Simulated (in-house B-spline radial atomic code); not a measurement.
# RPA and G0W0 on r2SCAN0: the manganese ion Mn²⁺

Configuration [Ar] 3d5, highest spin, mean-field start r2SCAN0. Computed with a B-spline radial code for spherical atoms: all electrons, non-relativistic, point nucleus, each spin shell either full or empty, empty states to l = 9 with an (l + 1/2)⁻⁴ tail; G0W0 by contour deformation at full frequency.

Command:
```bash
python run_gw.py task.json out
```
Settings (radii: box in bohr, nucleus in fm):
```
Z                        25
electrons                23
configuration            [Ar] 3d5
hamiltonian              nr
method                   r2scan0
lmax                     9
spin_polarised           True
box_radius               17.55
intervals                51
```

Time taken, with all properties: 2.7 s on 1 thread of Arm Neoverse N1, with other jobs on the host.

Energies (hartree):

```json
{"term": "mean-field total", "value": "-1150.13061"}
{"term": "Hartree-Fock functional on these orbitals", "value": "-1149.10538"}
{"term": "direct second order", "value": "-1.7137"}
{"term": "second-order exchange", "value": "0.56409"}
{"term": "SOSEX correction", "value": "0.51603"}
```

Task: What is the RPA correlation energy, and what remains with SOSEX?

Result: RPA gives -1.4927 hartree (-1.77 eV per electron); RPA + SOSEX gives -0.97664, and the second-order doubles -1.1497 hartree (no singles). SOSEX takes back 35 % of the RPA value.

Quasi-particle levels (eV):

| level | occupied | mean field | Σx - vxc | Σc | QP weight | G0W0 |
| --- | --- | --- | --- | --- | --- | --- |
| 3d up | yes | -28.722 | -6.49 | ? | ? | ? |
| 3p down | yes | -71.60 | -6.91 | 1.75 | 0.894 | -76.76 |
| 4s up | no | -17.990 | 3.59 | -1.10 | 0.979 | -15.501 |

G0W0 = mean field + (Σx - vxc) + Σc, with Σc (partial-wave tail included) taken at the quasi-particle energy. Only the outer levels were computed. Levels of low weight are left out.

Task: Where does G0W0 put 3d up?

Result: At -33.94 eV, with Σc = 1.28 eV and a quasi-particle weight of 0.916. The tabulated removal energy is 33.668 ± 0.012 eV (NIST, measured); the calculation leaves out relativity, Breit and QED terms, and what these don't explain is the method's own error.
